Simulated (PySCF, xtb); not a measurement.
C3H6GeO, SMILES C#C[CH2][GeH2][OH]. The values are those of a single conformer.

Harmonic wavenumbers (cm⁻¹) from GFN2-xTB run with xtb at its own minimum, in rising order: 37, 97, 188, 241, 286, 348, 402, 555, 560, 601, 636, 655, 700, 760, 782, 831, 1002, 1089, 1170, 1400, 1866, 1917, 2287, 2925, 2938, 3398, 3664.

What does B3LYP-D3(BJ)/def2-SVP (PySCF) give at its own minimum? (The exact figures need the calculation; the answer reports its results.)

45, 98, 157, 204, 347, 417, 456, 633, 645, 671, 692, 700, 781, 805, 880, 900, 978, 1136, 1166, 1417, 2113, 2116, 2221, 3047, 3100, 3473, 3846. Paired by order, the mean absolute difference is 75 cm⁻¹ and the zero-point energies are 44.8 and 47.2 kcal/mol.
